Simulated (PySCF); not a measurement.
Vertical excitations of a molecule C4H5BF2 from PySCF 2.14.0 with TDA-ωB97X/def2-SVPD, as energy in eV (oscillator strength): 4.94 (0.002), 6.01 (0.117), 6.30 (0.237), 6.63 (0.039), 7.98 (0.062), 8.30 (0.013), 8.54 (0.026), 8.62 (0.006), 8.94 (0.066), 9.07 (0.062). Lowest triplet (TDA): 3.53 eV. Geometry: PBE0-D3(BJ)/def2-SVP. One conformer was computed; it need not be the lowest.

Q: Identify the compound among the candidates.
A. CB1C=C(F)[C@@H]1F
B. CC1=C(F)B(F)C1
C. C=C1C[C@@H](F)B1F
D. C=C=C(F)B(C)F

A: C, C=C1C[C@@H](F)B1F
